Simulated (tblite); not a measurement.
C₃H₁₁FOSi₃.
SMILES with atom numbers: `[CH3:1][SiH2:2]/[C:3]([F:4])=[CH:5]\[SiH2:6][O:7][SiH3:8]` (hydrogens: H9, H10, H11 on C1; H12, H13 on Si2; H14 on C5; H15, H16 on Si6; H17, H18, H19 on Si8)

Computed geometry: GFN2-xTB, gas phase.

(1) List the bond lengths, angles and torsions at this level.

Results:

(1) 
```csv
bond,length (Å),order
C1–Si2,1.897,single
Si2–C3,1.899,single
C3–F4,1.372,single
C3=C5,1.327,double
C5–Si6,1.874,single
Si6–O7,1.623,single
O7–Si8,1.620,single
"C1–H9, C1–H10, C1–H11",1.087,single
"Si2–H12, Si2–H13",1.467,single
C5–H14,1.085,single
"Si6–H15, Si6–H16",1.465,single
"Si8–H17, Si8–H18, Si8–H19",1.462,single
```

Bonds in one row agree within 0.01 Å and their mean is given. Orders are formal, as drawn. A selection of angles:
```csv
angle,degrees
C1–Si2–C3,108.5
Si2–C3–F4,111.3
Si2–C3–C5,131.4
F4–C3–C5,117.3
C3–C5–Si6,126.3
C5–Si6–O7,108.1
Si6–O7–Si8,155.9
```

Dihedral angles: C1–Si2–C3–F4 -81° (synclinal); Si2–C3–C5–Si6 0° (synperiplanar); C3–C5–Si6–O7 -47° (synclinal); C5–Si6–O7–Si8 -171° (antiperiplanar). The mirror-image conformer, all signs reversed, is as good.

Si8 (oxygen-bound silicon) is distorted tetrahedral (angles from 104.4° to 112.5°). Si2 (SiH2 silicon) is distorted tetrahedral (angles from 105.5° to 112.3°). The 3 C–Si bonds span 1.874 Å (C5–Si6, drawn single) to 1.899 Å (Si2–C3, drawn single), a spread of 0.025 Å. Of the pairs four or more bonds apart, Si2···O7 is among the closest relative to their van der Waals radii: 3.52 Å, 97 % of the sum of Bondi's values. Si6 (oxygen-bound silicon) is tetrahedral (angles from 107.3° to 112.5°).

Point group: C1 (no symmetry element, even within 0.4 Å). GFN2-xTB frequencies show an imaginary mode (51i cm⁻¹), so the point is no minimum at that level.
